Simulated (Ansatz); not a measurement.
System: H₃BO₃, charge 0, singlet. H3BO3 (boric acid, SMILES OB(O)O).
B3LYP-D3(BJ)/def2-TZVP minimum from Ansatz (a quantum-chemistry and plane-wave program):
```xyz
7

O     -1.1407    -0.7840    -0.0395
B     -0.0044    -0.0313    -0.0027
O     -0.1293     1.3373     0.1242
O      1.1817    -0.7111    -0.0965
H     -1.9354    -0.2472     0.0307
H      0.6886     1.8390     0.1470
H      1.9754    -0.1731    -0.0697
```

Total energies in cc-pVDZ, 24 correlated electrons, 4 frozen orbitals. Radicals and triplets start from unrestricted determinants; spin-orbit coupling is neglected. Cores are frozen in correlated methods. No relativity.

```tsv
method	program	energy (Eh)	minus CCSDT(Q) (mEh)
HF	Ansatz	-251.20443	675.34
MP2	Ansatz	-251.84521	34.56
CCSD	Ansatz	-251.86311	16.66
CCSD(T)	Ansatz	-251.87753	2.24
CCSDT(Q)	Ansatz	-251.87977	0.00
```
